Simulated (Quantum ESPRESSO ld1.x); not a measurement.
The numbers below are computed, except where a source is named.
Charge is removed step by step from the 2s1/2 level of Yb, starting from [Xe] 4f14 6s2. Code: ld1.x of Quantum ESPRESSO 7.5. Model: Dirac Kohn-Sham, relativistic LDA (MacDonald-Vosko exchange, VWN5 correlation), spin-unpolarised, spherical densities, point nucleus.

\begin{tabular}{lrrr}
removed (e) & E - E(0) (eV) & eigenvalue (eV) & E minus straight line (eV) \\ \hline
0 & 0.000 & -10300.7 & 0.000 \\
0.125 & 1289.0 & -10323.1 & -9.906 \\
0.25 & 2580.8 & -10345.6 & -17.004 \\
0.375 & 3875.4 & -10368.2 & -21.282 \\
0.5 & 5172.8 & -10390.9 & -22.728 \\
0.625 & 6473.1 & -10413.7 & -21.332 \\
0.75 & 7776.2 & -10436.5 & -17.084 \\
0.875 & 9082.2 & -10459.4 & -9.977 \\
1 & 10391.1 & -10482.4 & 0.000 \\
\end{tabular}

Removing the whole electron costs 10391.1 eV by Delta-SCF, against 10300.7 eV from minus the eigenvalue at the starting occupation. Slater's transition state (half an electron removed) gives 10390.9 eV. Integrating minus the eigenvalue over the occupation (Janak's theorem) gives 10391.1 eV. The mean slope of the eigenvalue, de/dn, is 182 eV per electron.
